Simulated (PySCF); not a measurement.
## A thermochemical cycle for RbP

PBE0 in PySCF with def2-SVPD on every atom (core potentials on Rb), for the lowest determinant that a PBE0 search found; no spin–orbit coupling. RbP, a triplet (π ↑↑), has De = 1.22 eV to neutral atoms, and RbP⁺, a quartet (σ ↑, π ↑↑), has De = 0.17 eV to Rb⁺ + P.

At the same level the Rb atom ionises at 4.20 eV.

Q: What is the adiabatic ionisation energy of the molecule, and does ionisation strengthen or weaken the bond?

A: IE = IE(Rb) + De(neutral) − De(ion) = 4.20 + 1.22 − 0.17 = 5.25 eV. De changes by -1.05 eV, so ionisation weakens the bond.

Weak bonds: RbP⁺. Basis-set superposition, not corrected here, can be much of De in a small basis, most of all at correlated wavefunction levels. Spin–orbit coupling is left out. For an ion De counts to the pair picked by the measured ionisation energies or electron affinities, which need not be the lowest pair at this level. States were picked by a PBE0 search and need not be the measured ground states.
